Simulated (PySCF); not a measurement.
## [Nd(NH2)2]+: from a saddle point downhill

PySCF 2.14.0, RKS PBE, Nd lcecp-1-SVP with ECP49, N def2-SVP, H def2-SVP; non-relativistic Hamiltonian with scalar-relativistic core potentials where named; density fitting; no spin-orbit coupling. Relaxed within the symmetry of its start, the geometry (D2d) is

```xyz
7

Nd    0.0000    0.0000    0.0000
N     0.0000    0.0000    2.2324
H     0.5698    0.5698    2.8837
H    -0.5698   -0.5698    2.8837
N     0.0000    0.0000   -2.2324
H     0.5698   -0.5698   -2.8837
H    -0.5698    0.5698   -2.8837
```

and its lowest harmonic modes are -168, -168, 263, 263, 428, 499 cm⁻¹ (negative: unstable). It was moved along the lowest mode and relaxed again.

(1) Where does it end, and how much lower?

(2) How do the contacts change?

(3) Is the end a minimum?

An lcecp potential fixes the number of 4f electrons, so in runs with it no electron can move into or out of that shell.

State: singlet in the valence, with the 4f electrons in the core potential.

## Answers

(1) In C2v, 1.209 eV lower, after 28 steps:
```xyz
7

Nd   -0.0533   -1.2070   -0.0076
N    -0.1067    0.1157    1.6679
H    -0.0521    1.1424    1.5730
H    -0.1809   -0.0745    2.6795
N     0.1313    0.1250   -1.6660
H     0.2056   -0.0737   -2.6762
H     0.1712    1.1525   -1.5707
```

(2) 
```
     contact  saddle (Å)  end (Å)
Nd1–N2 (NH2)       2.232    2.135
Nd1–N5 (NH2)       2.232    2.135
```


(3) Yes; lowest modes 131, 242, 264, 335, 408, 568 cm⁻¹.
